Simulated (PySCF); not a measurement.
NICS in rings of unrelated molecules.

Definitions: NICS(0) = −σiso at the ring centroid; NICS(1) = −σiso and NICS(1)zz = −σzz at ±1 Å along the ring normal z. Level: GIAO PBE0/pcSseg-1 (PySCF, non-relativistic, gas phase) on the GFN2-xTB geometries, one conformer each. Atom numbers follow the mapped SMILES.

**Question.** Order these rings by mean NICS(1)zz, lowest (most negative) first (ppm).
A. ring C3–C7–C8 in `[CH3:1][CH2:2][C@@:3]1([C:4](=[O:5])[Cl:6])[CH2:7][C@H:8]1[CH3:9]`
B. ring C2–C3–C4–C5 in `[CH3:1][C:2]1=[CH:3][CH2:4][C@H:5]1[CH2:6][CH2:7][Cl:8]`
C. ring C4–N5–C6–N7–S8 in `[CH3:1][SiH2:2][O:3][c:4]1[n:5][cH:6][n:7][s:8]1`
D. ring C3–C4–Si8–Si9 in `[CH2:1]=[N:2][C:3]1=[C:4]([CH2:5][CH2:6][OH:7])[SiH2:8][SiH2:9]1`
E. ring C4–C5–C6–C7–S9 in `[CH3:1][CH2:2][CH2:3][C:4]1=[CH:5][CH2:6][C@@H:7]([F:8])[S@@:9]1=[O:10]`
F. ring N6–C7–C8–C9–C10 in `[CH3:1][S:2][SiH2:3][S:4][CH2:5][n:6]1[cH:7][cH:8][cH:9][cH:10]1`
G. ring C2–C3–C4–C5–C7–C8 in `[CH3:1][C:2]1=[CH:3][CH2:4][C@H:5]([Cl:6])[CH2:7][CH2:8]1`

**Answer.** F (-28.2), A (-25.7), C (-24.4), E (-1.4), B (0.6), G (2.2), D (3.4).

```json
{"SMILES": "CS[SiH2]SCn1cccc1", "ring": "5-membered ring with N; formal bonds all aromatic", "NICS(0)": "-13.3", "NICS(1)": "-10.6", "NICS(1)zz": "-28.2", "HOMA": "0.88", "rms pucker (Å)": "0.00", "ring atoms with four or more neighbours": "0"}
{"SMILES": "CC[C@@]1(C(=O)Cl)C[C@H]1C", "ring": "3-membered carbocycle; formal bonds all single", "NICS(0)": "-43.3", "NICS(1)": "-9.1", "NICS(1)zz": "-25.7", "HOMA": "–", "rms pucker (Å)": "0.00", "ring atoms with four or more neighbours": "3"}
{"SMILES": "C[SiH2]Oc1ncns1", "ring": "5-membered ring with 2 N and S; formal bonds all aromatic", "NICS(0)": "-11.8", "NICS(1)": "-10.2", "NICS(1)zz": "-24.4", "HOMA": "–", "rms pucker (Å)": "0.00", "ring atoms with four or more neighbours": "0"}
{"SMILES": "CCCC1=CC[C@@H](F)[S@@]1=O", "ring": "5-membered ring with S; formal bonds 1 double, 4 single", "NICS(0)": "-0.6", "NICS(1)": "-2.4", "NICS(1)zz": "-1.4", "HOMA": "–", "rms pucker (Å)": "0.10", "ring atoms with four or more neighbours": "2"}
{"SMILES": "CC1=CC[C@H]1CCCl", "ring": "4-membered carbocycle; formal bonds 1 double, 3 single", "NICS(0)": "-0.1", "NICS(1)": "-2.6", "NICS(1)zz": "0.6", "HOMA": "–", "rms pucker (Å)": "0.00", "ring atoms with four or more neighbours": "2"}
{"SMILES": "CC1=CC[C@H](Cl)CC1", "ring": "6-membered carbocycle; formal bonds 1 double, 5 single", "NICS(0)": "-1.7", "NICS(1)": "-2.6", "NICS(1)zz": "2.2", "HOMA": "–", "rms pucker (Å)": "0.21", "ring atoms with four or more neighbours": "4"}
{"SMILES": "C=NC1=C(CCO)[SiH2][SiH2]1", "ring": "4-membered ring with 2 Si; formal bonds 1 double, 3 single", "NICS(0)": "-2.1", "NICS(1)": "-3.0", "NICS(1)zz": "3.4", "HOMA": "–", "rms pucker (Å)": "0.01", "ring atoms with four or more neighbours": "2"}
```

NICS(0) gives another order. The isotropic NICS(1) gives another order. HOMA uses Krygowski's 1993 parameters; it is left out where a ring has a four-coordinate atom, a triple bond, no multiple bond or a kind of bond without parameters. NICS(1) and NICS(1)zz are means over the two faces.
